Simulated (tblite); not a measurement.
Species: C2H8N2O2Si2.
Geometry (GFN2-xTB, Å), atoms numbered from 1 in this order:
```
atom  x, y, z in Å
C1    -3.1413    0.0341   -0.3434
C2    -1.8631    0.2373    0.4223
O3    -1.7767    0.2496    1.6220
O4    -0.8138    0.4005   -0.3631
Si5    0.6717    0.6031    0.3399
N6     1.8763    0.5496   -0.9059
Si7    2.8140   -0.7118   -0.1735
N8     1.4491   -0.8258    0.9134
H9    -3.9896    0.0480    0.3343
H10   -3.0949   -0.9263   -0.8530
H11   -3.2417    0.8112   -1.0969
H12    0.6633    1.7862    1.1823
H13    2.1003    1.2151   -1.6194
H14    4.0274   -0.2345    0.4808
H15    2.9802   -1.8965   -1.0045
H16    1.3314   -1.3308    1.7712
```

Calculated harmonic vibrations of the isolated species, GFN2-xTB (tblite), most abundant isotopes, no scaling. The method is semi-empirical: single wavenumbers can be off by several per cent or more. Modes of hydrogen on silicon can be 10 to 20 % off. One conformer, not necessarily the lowest.

Harmonic wavenumbers (cm⁻¹): 38.2, 55.2, 64.4, 79.4, 129.7, 180.9, 240.6, 260.1, 361.7, 404.8, 445.4, 454.2, 519.9, 554.4, 572.9, 596.4, 627.2, 728.4, 761.2, 772.3, 779.4, 837.5, 888.0, 940.9, 972.0, 1004.2, 1012.8, 1060.1, 1106.5, 1241.2, 1362.2, 1442.8, 1444.8, 1764.6, 2264.2, 2297.3, 2347.6, 3025.9, 3039.8, 3062.3, 3534.7, 3552.7.

A = 4208, B = 783.6, C = 738.5 MHz; mass 148.012 u (most abundant isotopes); point group C1, symmetry number 1.

Problem. Zero-point energy?

Solution. Half the sum of the wavenumbers: 23414 cm⁻¹ = 280.10 kJ/mol.

Problem. What is S at 298.15 K and 1 bar for an ideal gas of classical rigid rotors and harmonic oscillators?

Solution. Translation 171.18, rotation 122.46, vibration 146.47: S = 440.1 J/(mol K).

Problem. And Cp and H(298.15 K) − H(0)?

Solution. Cp = 171.60 J/(mol K), of which vibrations give 138.35 (their classical limit is 42 R = 349.2); H(298.15 K) − H(0) = 31.72 kJ/mol without the zero-point energy, 21.81 from vibrations.

Problem. What must be added to the electronic energy to get the Gibbs energy at 298.15 K and 1 bar?

Solution. ZPE + [H(298.15 K) − H(0)] − T·S = 280.10 + 31.72 − 131.22 = 180.60 kJ/mol.

Problem. Which modes carry the vibrational entropy at 298.15 K?

Solution. 38.2 cm⁻¹: 22.39; 55.2 cm⁻¹: 19.34; 64.4 cm⁻¹: 18.06; 79.4 cm⁻¹: 16.34; 129.7 cm⁻¹: 12.34; 180.9 cm⁻¹: 9.70 J/(mol K); the other 36 give 48.30 together.

Problem. How do the functions run with temperature in this model?

Solution. 
| T (K) | S (J/(mol K)) | Cp (J/(mol K)) | H − H(0) (kJ/mol) | G − H(0) (kJ/mol) | ln q(vib) |
| --- | --- | --- | --- | --- | --- |
| 150 | 346.4 | 107.3 | 10.96 | -41.00 | 4.30 |
| 250 | 411.7 | 151.8 | 23.93 | -78.99 | 7.39 |
| 400 | 495.7 | 206.9 | 51.07 | -147.21 | 11.77 |
| 600 | 589.4 | 254.4 | 97.59 | -256.02 | 17.21 |
| 900 | 701.3 | 296.6 | 180.83 | -450.32 | 24.44 |

q(vib) and H(0) count from the zero-point level.

Problem. Blend soft modes into free rotors: weight 1/[1 + (100 cm⁻¹/ν̃)⁴] for the oscillator and the rest for a rotor with moment μB/(μ + B), μ = h/(8π²ν), B = 10⁻⁴⁴ kg m². What vibrational entropy results?

Solution. 129.22 J/(mol K) in place of 146.47, which changes −T·S at 298.15 K by +5.14 kJ/mol.

Hindered rotation and anharmonicity are outside this model. Other conformers, if any are populated, would add a mixing term that is left out. The structure is chiral; the term R ln 2 for an equal mix with its mirror image is left out.
